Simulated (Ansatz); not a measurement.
(MgO)n off (charge +1): gap (eV) at several levels, gas phase, relaxed structures; Ansatz. Clusters are the lowest isomers that short searches found in that spin, judged at the geometry's level. HOMO and LUMO are taken over both spins. The structures are stationary points that may keep the symmetry of their start.

```json
{"species": "Mg3O3⁺", "state": "doublet", "geometry": "r2SCAN-D4/def2-SVP", "PBE-D4/def2-SVP": "0.90", "PBE-D4/def2-TZVP": "0.93", "BLYP-D4/def2-TZVP": "0.75", "r2SCAN-D4/def2-TZVP": "1.58", "PBE0-D4/def2-SVP": "2.35", "PBE0-D4/def2-TZVP": "2.40"}
{"species": "Mg5O4⁺", "state": "doublet", "geometry": "r2SCAN-D4/def2-SVP", "PBE-D4/def2-SVP": "0.51", "PBE-D4/def2-TZVP": "0.51", "BLYP-D4/def2-TZVP": "0.38", "r2SCAN-D4/def2-TZVP": "0.73", "PBE0-D4/def2-SVP": "1.49", "PBE0-D4/def2-TZVP": "1.52"}
```

Estimate the rows for Mg3O2⁺ (doublet, PBE-D4/def2-SVP geometry).


| species | state | geometry | PBE-D4/def2-SVP | PBE-D4/def2-TZVP | BLYP-D4/def2-TZVP | r2SCAN-D4/def2-TZVP | PBE0-D4/def2-SVP | PBE0-D4/def2-TZVP |
| --- | --- | --- | --- | --- | --- | --- | --- | --- |
| Mg3O2⁺ | doublet | PBE-D4/def2-SVP | 0.78 | 0.81 | 0.65 | 1.40 | 2.24 | 2.29 |

Over the 3 species that have every level, the mean is 0.73 at PBE-D4/def2-SVP, 0.75 at PBE-D4/def2-TZVP, 0.59 at BLYP-D4/def2-TZVP, 1.24 at r2SCAN-D4/def2-TZVP, 2.02 at PBE0-D4/def2-SVP, 2.07 at PBE0-D4/def2-TZVP. Orbital gaps grow with the share of exact exchange and aren't one observable across functionals.
